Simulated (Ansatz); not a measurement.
`C[CH](C)[Mg][NH2]` + CH₄ → `[CH3][Mg][NH2]` + `CCC`  (formal exchange of groups at a Mg–C bond)

Calculated with Ansatz (gas phase, PBE0-D4/def2-TZVP geometries, no zero-point term in ΔE). CBS: MP2 limit from def2 TZ/QZ plus the TZ coupled-cluster correction, frozen cores. This one scheme is used for every species. Functionals use def2-TZVPP. For Mg outer-core shells are correlated without core-valence functions, which leaves a few kJ/mol of doubt a bond. One conformer a species, not always the lowest.

Is it downhill or uphill in electronic energy at CCSD(T)/CBS, and by how much? (Best estimate.)

The calculation gave: Downhill: ΔE = -27.1 kJ/mol.

What do these levels give: r2SCANh-D4, ωB97M-V, B2PLYP, LC-ωPBE, SCS-MP2/def2-QZVPP, HF/CBS(def2)? (Estimate.)

Computed: r2SCANh-D4 -29.0, ωB97M-V -28.9, B2PLYP -28.5, LC-ωPBE -32.1, SCS-MP2/def2-QZVPP -27.1, HF/CBS(def2) -38.1 kJ/mol.

Largest T1 diagnostic among the species: 0.009.

The D4 term adds +3.8 kJ/mol with B3LYP and +2.2 kJ/mol with PBE0; it sums over pairs of atoms, weighted by their polarisabilities, and B3LYP, whose exchange is more repulsive, gets the larger term. From PBE to PBE0 (25 % exact exchange), in def2-TZVPP and without D4, ΔE moves by −3.1 kJ/mol. In def2-TZVPP, CCSD(T) changes the Hartree–Fock value by +11.4 kJ/mol (the triples alone add +2.3 kJ/mol) and MP2 by +12.7 kJ/mol.

B3LYP here is the variant with VWN-RPA as its local correlation; programs differ in this.
